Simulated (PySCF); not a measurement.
cadmium atom (Cd), singlet (core potentials on Cd). Base run: PBE/def2-TZVP (PySCF).

Input for PySCF:
```python
from pyscf import gto, scf, dft, solvent

mol = gto.M(
    atom='''
Cd    0.00000000    0.00000000    0.00000000
''',
    basis='def2-tzvp',
    ecp={'Cd': 'def2-tzvp'},
    verbose=3,
)

mf = dft.RKS(mol)
mf.xc = 'pbe'
mf.kernel()
```

Each row names what was changed in the base input (with any setting that the change needs).

```tsv
change	ΔE vs base (kcal/mol)	HOMO-LUMO gap (eV)
base	0.000	4.65
model = C-PCM; solvent = tetrahydrofuran	-0.595	4.59
model = IEF-PCM; solvent = dichloromethane	-0.611	4.59
model = IEF-PCM; solvent = tetrahydrofuran; vdw_scale = 1.0	-3.68	4.43
model = IEF-PCM; solvent = tetrahydrofuran; lebedev_order = 11	-0.66	4.59
model = IEF-PCM; solvent = water	-0.68	4.58
model = IEF-PCM; solvent = tetrahydrofuran	-0.595	4.59
model = IEF-PCM; solvent = tetrahydrofuran; r_probe = 0.5	-0.037	4.64
model = SS(V)PE; solvent = tetrahydrofuran	-0.595	4.59
model = IEF-PCM; solvent = tetrahydrofuran; vdw_scale = 1.4	-0.101	4.63
model = IEF-PCM; solvent = 2-propanol	-0.65	4.58
model = IEF-PCM; solvent = chloroform	-0.540	4.59
```

The base is the gas phase, so ΔE is the electrostatic part of solvation at a fixed geometry, without cavity and dispersion terms.
